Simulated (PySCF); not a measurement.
Input for PySCF: R-BP86/LANL2DZ on CH5NSn (SMILES [CH3][Sn][NH2]), a point of a bond scan (R = 1.768 Å).

```python
from pyscf import gto, scf, dft, mp
from pyscf.data.elements import chemcore

mol = gto.M(
    atom='''
    Sn   -0.21022964   -0.00431139    0.35481240
    C     0.84464248    1.52169881   -0.85795269
    H     0.79413401    2.50952072   -0.39962444
    H     0.39648323    1.57259830   -1.85320643
    H     1.89426564    1.23930290   -0.96980639
    N     0.23482637   -1.48863841   -0.95978615
    H     1.16144624   -1.27455451   -2.45007560
    H    -0.04936391   -2.44927177   -0.84038326
    ''',
    basis='lanl2dz',
    ecp={'Sn': 'lanl2dz'},
    charge=0, spin=0, verbose=3, max_memory=1800)
mf = dft.RKS(mol, xc='b88,p86')
mf.conv_tol = 1e-8
mf.max_cycle = 100
mf.kernel()
if not mf.converged:
    mf = mf.newton().run(mf.mo_coeff, mf.mo_occ)
```

It printed:

```
converged SCF energy = -99.1547962386772
```

The run converged.

Cost: very roughly 7 core-seconds.
